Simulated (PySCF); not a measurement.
## Electron correlation in Kr(2+) (krypton, charge +2)

[Ar] 3d10 4s2 4p4, high-spin 3P determinant. Computed with PySCF 2.14 in cc-pVDZ-PP with ECP10MDF (4s3p2d, 23 functions), with scalar relativity through the core potential. Frozen: 3s2 3p6 3d10; 6 electrons correlated.

MP2 pair energies summed by pair of shells (mhartree):

| pair | energy | share (%) |
| --- | --- | --- |
| 4p-4p | -36.11 | 49.5 |
| 4s-4p | -31.63 | 43.4 |
| 4s-4s | -5.14 | 7.1 |

Total MP2 correlation energy: -72.88 mhartree.

Same-spin part -18.03 and opposite-spin part -54.84 mhartree; SCS-MP2 scales them by 1/3 and 6/5 to -71.82 mhartree.

| level | correlation energy (mhartree) |
| --- | --- |
| CCSD | -88.02 |
| (T) | -0.74 |
| CCSD(T) | -88.76 |

Diagnostics: T1 = 0.0054, D1 = 0.0178, largest double amplitude 0.052.

Cost of the coupled-cluster step: 0.11 s of wall time on 1 thread of Neoverse-V1 (shared host), for 6 correlated electrons.
